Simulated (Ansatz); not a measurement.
Consider the formal exchange of groups at the Sn–C bond: `[OH][SnH2][CH2][SiH3]` + `ClC(Cl)Br` → `[OH][SnH2][Br]` + `[SiH3]CC(Cl)Cl`.

Isolated molecules relaxed with PBE0-D4/def2-TZVP in Ansatz; ΔE leaves out vibrations. CBS: MP2 limit from def2 TZ/QZ plus the TZ coupled-cluster correction, frozen cores. DFT in def2-TZVPP. B3LYP here is the variant with VWN-RPA as its local correlation; programs differ in this. Elements past krypton have def2 core potentials. For Br, Sn outer-core shells are correlated without core-valence functions, which leaves a few kJ/mol of doubt a bond. Scalar relativity is left out up to krypton. Each species was taken in one conformer, which may not be the lowest.

Is it downhill or uphill in electronic energy at CCSD(T)/CBS, and by how much? (Estimate.)

Ansatz gave: Downhill: ΔE = -38.4 kcal/mol.

What do these levels give: PBE-D4, B3LYP-D4, ωB97M-V, B2PLYP, PBE, HF/def2-TZVPP, CCSD/def2-TZVPP, CCSD(T)/def2-TZVPP, HF/def2-QZVPP, SCS-MP2/def2-QZVPP, HF/CBS(def2), MP2/CBS(def2)? (Best estimate.)

Computed: PBE-D4 -37.0, B3LYP-D4 -39.2, ωB97M-V -39.5, B2PLYP -38.9, PBE -37.2, HF/def2-TZVPP -45.9, CCSD/def2-TZVPP -38.3, CCSD(T)/def2-TZVPP -37.3, HF/def2-QZVPP -45.9, SCS-MP2/def2-QZVPP -38.0, HF/CBS(def2) -45.9, MP2/CBS(def2) -38.1 kcal/mol.

Largest T1 diagnostic among the species: 0.013.

From PBE to PBE0 (25 % exact exchange), in def2-TZVPP and without D4, ΔE moves by −2.3 kcal/mol. In def2-TZVPP, CCSD(T) changes the Hartree–Fock value by +8.6 kcal/mol (the triples alone add +1.0 kcal/mol) and MP2 by +8.9 kcal/mol.
